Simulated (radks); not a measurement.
The numbers below are computed, except where a source is named.
Question: Ionisation of Al3+, [Ne], to Al4+, [He] 2s2 2p5, under several functionals. Non-relativistic Kohn-Sham, spin-polarised, spherical densities, point nucleus; open shells are filled with parallel spins first; a radial shooting solver on a logarithmic mesh with Libxc functionals. The NIST Atomic Spectra Database gives 119.99 eV (measured). Rank these functionals by the error of their Delta-SCF ionisation energy: MS2 meta-GGA; SOGGA; XLYP; LDA (Slater exchange, Perdew-Wang correlation); exchange-only r2SCAN; HCTH/407; TPSS; OLYP.

Answer: From best to worst: SOGGA 119.98 eV (0.0); LDA (Slater exchange, Perdew-Wang correlation) 120.42 eV (+0.4); exchange-only r2SCAN 120.45 eV (+0.5); XLYP 120.45 eV (+0.5); OLYP 120.67 eV (+0.7); TPSS 120.68 eV (+0.7); MS2 meta-GGA 120.95 eV (+1.0); HCTH/407 121.35 eV (+1.4). Open shells are spherical and high-spin; term and fine-structure splittings are not resolved.
